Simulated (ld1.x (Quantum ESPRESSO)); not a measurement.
What one change does to a pseudopotential (Ni (Z = 28), TM semilocal)

ld1.x (Quantum ESPRESSO) 7.5 input, shortened:

```
&input
   title='Ni', zed=28., rel=1, dft='PBESOL', iswitch=3,
   config='[Ar] 3d9 4s1 4p0 4f-2'
 /
 &inputp
   pseudotype=1, tm=.true., lloc=1,
   nlcc=.false.
 /
4
4S  1  0   1.00   0.00  2.50  2.50  0.0
3D  3  2   9.00   0.00  1.15  1.15  0.0
4F  4  3  -2.00  -0.15  3.80  3.80  0.0
4P  2  1   0.00   0.00  3.80  3.80  0.0
 &test
   configts(1)='3d9 4s1 4p0'
 /
```

Change: core correction a·sin(br)/r model core inside 0.60 bohr.

Cutoffs: the cutoffs (Ry, on a coarse ladder) from which the occupation-weighted sum of valence levels, in a spherical-Bessel basis at the reference potential, stays within 10 and 1 mRy of its value at 400 Ry; they do not see the model core or the augmentation charge, which bear on the density cutoff. Errors are all-electron minus pseudo energies relative to the spin-unpolarised reference configuration.

Question: How do hardness, ghosts and transferability respond?

Answer: The potential gets neither clearly harder nor softer (180 Ry and 300 Ry → 180 Ry and 300 Ry); of the 7 tests that both files solve, the error grows in 7 and shrinks in 0 by more than 15 % and 0.3 meV (median size 30.2 → 65.2 meV); neither file shows a bound ghost. A semilocal file is local in each channel, so a ghost entry of none says nothing of the separable form that plane-wave codes build from it. A model core, the more so a compact one, raises the density cutoff, which this test does not measure.

| quantity | base | changed |
| --- | --- | --- |
| cutoff, loose | 180 Ry | 180 Ry |
| cutoff, tight | 300 Ry | 300 Ry |
| bound ghosts | none | none |
| error for 3d8 4s2 4p0, meV [ΔE 1.61 eV] | -70 | -89 |
| error for 3d8 4s1 4p0, meV [ΔE 10.94 eV] | -30 | -50 |
| error for 3d8 4s0 4p0, meV [ΔE 28.21 eV] | +6.1 | -65 |
| error for 3d7 4s2 4p0, meV [ΔE 17.76 eV] | -300 | -414 |
| error for 3d8 4s0 4p2, meV [ΔE 11.15 eV] | -16 | -45 |
| error for 3d9 4s0 4p0, meV [ΔE 7.87 eV] | -6.1 | -16 |
| error for 3d8 4s1 4p1, meV [ΔE 6.24 eV] | -48 | -69 |
| s: phases at 4.10 bohr within 0.05 rad from the reference energy up to (Ry; the scan ends near 5) | 0.8 | 0.8 |
| p: phases at 4.10 bohr within 0.05 rad from the reference energy up to (Ry; the scan ends near 5) | 1.1 | 1.1 |
| d: phases at 4.10 bohr within 0.05 rad from the reference energy up to (Ry; the scan ends near 5) | 2.5 | 2.5 |
| f: phases at 4.10 bohr within 0.05 rad from the reference energy up to (Ry; the scan ends near 5) | 3.0 | 3.0 |
